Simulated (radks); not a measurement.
Values are calculated unless marked as measured or tabulated.
The mean radii <r> (bohr) of the occupied orbitals of an atom or ion are listed with their occupations. Level of theory: scalar-relativistic Kohn-Sham, LB94 model potential, spin-polarised, spherical densities, finite nucleus; Fermi nuclear charge, rms radius of each element as measured or else 0.836 A^(1/3) + 0.57 fm (a radial shooting solver on a logarithmic mesh with Libxc functionals).

| orbital | occ. | <r> |
|---|---|---|
| 1s down | 1 | 0.03338 |
| 1s up | 1 | 0.03338 |
| 2s down | 1 | 0.1447 |
| 2s up | 1 | 0.1449 |
| 2p down | 3 | 0.1260 |
| 2p up | 3 | 0.1262 |
| 3s up | 1 | 0.3848 |
| 3s down | 1 | 0.3859 |
| 3p up | 3 | 0.3798 |
| 3p down | 3 | 0.3810 |
| 3d up | 5 | 0.3481 |
| 3d down | 1 | 0.3488 |

Name the element and its charge. Open shells, if any, are filled with parallel spins first.

Answer. Z = 44, ruthenium, charge +20: Ru20+ in [Ar] 3d6. The 1s radius gives Z: for a bare nucleus <r> = (2 gamma + 1)/(2Z) with gamma = sqrt(1 - (Z/c)^2), 0.03289 bohr for Z = 44, and screening makes it slightly larger (0.03338 here). The occupations add up to 24, and the charge is Z minus that.
